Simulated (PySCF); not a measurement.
Below is a simulated gas-phase Cl 2p photoelectron spectrum of (LiCl)4 cube, Li4Cl4.

Every computed line was given a Gaussian of 1.0 eV full width at half maximum and an area set by the number of equivalent atoms (split 2:1 within a doublet); the highest printed point is 100. Level of theory: PySCF, delta-SCF UKS SCAN, pcX-2 on the ionised atom, pcseg-1 elsewhere, spin-free X2C.

binding energy (eV), intensity and a bar:
```
    203.6          0 
    203.7          0 
    203.8          1 
    203.9          2 #
    204.0          4 #
    204.1          7 ##
    204.2         11 ###
    204.3         18 #####
    204.4         27 ########
    204.5         38 ############
    204.6         52 ################
    204.7         66 ####################
    204.8         80 ########################
    204.9         91 ###########################
    205.0         98 #############################
    205.1        100 ##############################
    205.2         97 #############################
    205.3         88 ##########################
    205.4         77 #######################
    205.5         63 ###################
    205.6         50 ###############
    205.7         38 ###########
    205.8         29 #########
    205.9         23 #######
    206.0         21 ######
    206.1         22 #######
    206.2         25 ########
    206.3         31 #########
    206.4         37 ###########
    206.5         43 #############
    206.6         48 ##############
    206.7         50 ###############
    206.8         50 ###############
    206.9         47 ##############
    207.0         41 ############
    207.1         35 ##########
    207.2         28 ########
    207.3         21 ######
    207.4         15 ####
    207.5         10 ###
    207.6          6 ##
    207.7          4 #
    207.8          2 #
    207.9          1 
    208.0          1 
    208.1          0 
    208.2          0
```

Question: Count the maxima, the lines and the sites behind this envelope.

Answer: The curve has 2 maxima (at 205.1 and 206.7 eV). Under it lie 2 lines from 1 inequivalent chlorine site, drawn as a 2p3/2, 2p1/2 pair.

Question: Decompose the envelope and assign each component. Bonds: Li1–Cl2, Li1–Cl4, Li1–Cl6, Cl2–Li3, Cl2–Li7, Li3–Cl4, Li3–Cl8, Cl4–Li5, Li5–Cl6, Li5–Cl8, Cl6–Li7, Li7–Cl8.

Answer: 
```
position (eV)  relative area      line            atoms              environment
       205.09           2.67  Cl 2p3/2  Cl2/Cl4/Cl6/Cl8  chlorine bonded to 3 Li
       206.74           1.33  Cl 2p1/2  Cl2/Cl4/Cl6/Cl8  chlorine bonded to 3 Li
```

Question: What are the centre and the root-mean-square width of the whole band?

Answer: The area-weighted mean of the lines is 205.64 eV. Their own spread about it is 0.78 eV (rms) and each Gaussian has σ = 1.0/2.355 = 0.42 eV; the variances add, which gives 0.89 eV.

The curve has no shake-up lines and no vibrational structure. The first atom of each set that the bonding makes equivalent was ionised and stands for the set. For 2p shells one spin-free hole was relaxed; a mean-field spin–orbit operator and the ground-state splitting of the three 2p orbitals were then diagonalised within the shell. The shell's mean is (2 × 2p3/2 + 2p1/2)/3, and the degeneracies 2j + 1 give areas of 2:1. 2p1/2 minus 2p3/2 (ligand field included): Cl 1.65 eV. Geometry: PBE0-D3(BJ)/def2-SVP, one conformer, isolated molecule.
